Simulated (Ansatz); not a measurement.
GaH$_{7}$SSi$_{2}$ (`[SiH3][S][GaH][SiH3]`), relaxed with RKS PBE0-D4/def2-TZVP in Ansatz 0.2.0 from a GFN2-xTB geometry. The force threshold is 0.005 eV/Å; the program also tests the step.

The species carries charge 0 and has multiplicity 1.

Start:

```xyz
11

Si    1.607   -2.046    1.019
S     1.433    0.105    0.956
Ga   -0.364    0.195   -0.387
Si   -1.531    2.254   -0.867
H     2.727   -2.236    1.931
H     0.355   -2.606    1.542
H     1.883   -2.538   -0.334
H    -0.767   -1.279   -0.988
H    -2.990    2.063   -0.964
H    -1.082    2.872   -2.130
H    -1.272    3.215    0.224
```

Question: How much energy does the relaxation release, and in how many steps? (Best estimate.)

Answer: Ansatz gave: 2.70 kcal/mol, in 24 steps, 1 of them rejected.

Question: Which bonds change most? (Estimate.)

Answer: The calculation gave: Ga3–H8 from 1.642 to 1.570 Å; S2–Ga3 from 2.245 to 2.211 Å; Si1–H5 from 1.457 to 1.485 Å; Si1–S2 from 2.159 to 2.138 Å.

Question: Give the relaxed structure. (Best estimate.)

Answer: The calculation gave: 
```xyz
11

Si    1.596   -1.986    1.045
S     1.098    0.091    1.127
Ga   -0.463    0.133   -0.439
Si   -1.491    2.265   -0.855
H     2.657   -2.222    2.056
H     0.419   -2.833    1.363
H     2.106   -2.363   -0.298
H    -0.756   -1.242   -1.136
H    -2.958    2.174   -0.617
H    -1.281    2.662   -2.274
H    -0.927    3.320    0.027
```
